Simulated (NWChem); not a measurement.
All runs are NWChem calculations. System: F6W, charge 0, spin multiplicity 1, at a geometry optimised with PBE/def2-SVP with def2 effective core potentials on W. The structure started from a generated list of species. Level: MP2/def2-SVP with def2 effective core potentials on W, 6 core orbitals frozen.

NWChem printed:

```
             Northwest Computational Chemistry Package (NWChem) 7.3.0
             --------------------------------------------------------

                                NWChem Input Module
                                -------------------

 Scaling coordinates for geometry "geometry" by  1.889725989
 (inverse scale =  0.529177249)

 Turning off AUTOSYM since
 SYMMETRY directive was detected!

                             Geometry "geometry" -> ""
                             -------------------------

 Output coordinates in angstroms (scale by  1.889725989 to convert to a.u.)

  No.       Tag          Charge          X              Y              Z
 ---- ---------------- ---------- -------------- -------------- --------------
    1 W                   74.0000     0.00000000     0.00000000     0.00000000
    2 F                    9.0000     1.86146800     0.00000000     0.00000000
    3 F                    9.0000    -1.86146800     0.00000000     0.00000000
    4 F                    9.0000     0.00000000     0.00000000     1.86147300
    5 F                    9.0000     0.00000000     1.86146600     0.00000000
    6 F                    9.0000     0.00000000    -1.86146600     0.00000000
    7 F                    9.0000     0.00000000     0.00000000    -1.86147300

 Effective nuclear repulsion energy (a.u.)    1365.9077690710

            Nuclear Dipole moment (a.u.)
            ----------------------------
        X                 Y               Z
 ---------------- ---------------- ----------------
     0.0000000000     0.0000000000     0.0000000000

      Symmetry information
      --------------------

 Group name             D2h
 Group number             26
 Group order               8
 No. of unique centers     4

      Symmetry unique atoms

     1    2    4    5


 Summary of "ao basis" -> "" (spherical)
 ------------------------------------------------------------------------------
       Tag                 Description            Shells   Functions and Types
 ---------------- ------------------------------  ------  ---------------------
 *                          def2-svp                  on all atoms

 Summary of "ao basis" -> "ao basis" (spherical)
 ------------------------------------------------------------------------------
       Tag                 Description            Shells   Functions and Types
 ---------------- ------------------------------  ------  ---------------------
[...]
    1 W   14    11.35   0.04 -0.36  1.89  0.54  0.09  0.01  5.77  0.53  0.11  2.10  0.23  0.41
    2 F    9     9.44   1.99  1.12  0.84  3.31  2.16  0.01
    3 F    9     9.44   1.99  1.12  0.84  3.31  2.16  0.01
    4 F    9     9.44   1.99  1.12  0.84  3.31  2.16  0.01
    5 F    9     9.44   1.99  1.12  0.84  3.31  2.16  0.01
    6 F    9     9.44   1.99  1.12  0.84  3.31  2.16  0.01
    7 F    9     9.44   1.99  1.12  0.84  3.31  2.16  0.01

       Multipole analysis of the density wrt the origin
       ------------------------------------------------

     L   x y z        total         open         nuclear
     -   - - -        -----         ----         -------
     0   0 0 0     -0.000000      0.000000     68.000000

     1   1 0 0     -0.000000      0.000000      0.000000
     1   0 1 0      0.000000      0.000000      0.000000
     1   0 0 1     -0.000000      0.000000      0.000000

     2   2 0 0    -43.564485      0.000000    222.731338
     2   1 1 0     -0.000000      0.000000      0.000000
     2   1 0 1     -0.000000      0.000000      0.000000
     2   0 2 0    -43.564438      0.000000    222.730860
     2   0 1 1      0.000000      0.000000      0.000000
     2   0 0 2    -43.564602      0.000000    222.732535

                   NWChem MP2 Semi-direct Energy/Gradient Module
                   ---------------------------------------------

  Basis functions       =    116
  Molecular orbitals    =    116
  Frozen core           =      6
  Frozen virtuals       =      0
  Active alpha occupied =     28
  Active beta occupied  =     28
  Active alpha virtual  =     82
  Active beta virtual   =     82
  Use MO symmetry       = T
  Use skeleton AO sym   = T

  AO/Fock/Back tols     =   1.0D-09  1.0D-09  1.0D-09

 GA uses MA = F    GA memory limited = T

 Available:
  local mem=  1.26D+08
 global mem=  1.44D+08
 local disk=  0.00D+00
  mp2_memr nvloc                    82
  nvloc new                    82
   1 passes of  28:        5242880                     142204                  48781854.
   1 passes of  28: M    126140703           G      144152288           F     120897823.

 Semi-direct pass number   1 of   1  for RHF alpha+beta  at        1.7s
  vrange nnbf                  6246
  mp2_eaftype                   186  avail_ma_in_mb                  1099
 EAF : mp2_eaftype filesize         186   24390927.
  mp2_eaf for mointskh                    186
Node 0 wrote    114.7 Mb in      0.1 s     Agg I/O rate:  1732.6 Mb/s
 Done moints_semi at        6.5s
  mp2_eaftype                   186  avail_ma_in_mb                   913
 EAF : mp2_eaftype filesize         186   24390927.
  mp2_eaf for kh                   186
 Done maket at        7.0s
 Done multipass loop at        7.0s

          -------------------------------------------
          SCF energy                -662.719588299159
          Correlation energy          -1.511341342346
          Singlet pairs               -0.840103372077
          Triplet pairs               -0.671237970270
          Total MP2 energy          -664.230929641505
          -------------------------------------------

          ---------------------------------------------------
                    Spin Component Scaled (SCS) MP2
          Same spin pairs                     -0.447491980180
          Same spin scaling factor             0.333333333333
          Opposite spin pairs                 -1.063849362166
          Opposite spin scaling fact.          1.200000000000
          SCS-MP2 correlation energy          -1.425783227993
          Total SCS-MP2 energy              -664.145371527152
          ---------------------------------------------------

 -----------------------
 Performance information
 -----------------------

 Timer overhead =  2.21D-07 seconds/call

               Nr. of calls         CPU time (s)                 Wall time (s)                GFlops
             ---------------    -------------------     ------------------------------   -------------------
Name         Min   Avg   Max    Min     Avg     Max     Min     Avg     Max   Mx/calls   Min     Max     Sum
mp2: moin     1     1     1    4.8     4.8     4.8      4.8     4.8     4.8     4.8      0.0     0.0     0.0
mp2: make     1     1     1   0.51    0.51    0.51     0.51    0.51    0.51    0.51      0.0     0.0     0.0
mp2: tota     1     1     1    5.3     5.3     5.3      5.3     5.3     5.3     5.3      0.0     0.0     0.0

 The average no. of pstat calls per process was 3.00D+00
 with a timing overhead of 6.63D-07s

 Task  times  cpu:        7.0s     wall:        7.0s

 Total times  cpu:        7.0s     wall:        7.0s
```

Problem. Write an NWChem input that would produce this output.

Solution. One answer among several that fit: 
```
start mol
memory heap 200 mb stack 900 mb global 1100 mb
geometry units angstroms nocenter noautoz
  W      0.000000     0.000000     0.000000
  F      1.861468     0.000000     0.000000
  F     -1.861468     0.000000     0.000000
  F      0.000000     0.000000     1.861473
  F      0.000000     1.861466     0.000000
  F      0.000000    -1.861466     0.000000
  F      0.000000     0.000000    -1.861473
  symmetry group D2h
end
basis spherical
  * library def2-svp
end
ecp
  W library def2-ecp
end
scf
  rhf
  nopen 0
  maxiter 100
  thresh 1e-7
  semidirect memsize 60000000 filesize 0
end
mp2
  freeze core 6
end
task mp2 energy
```
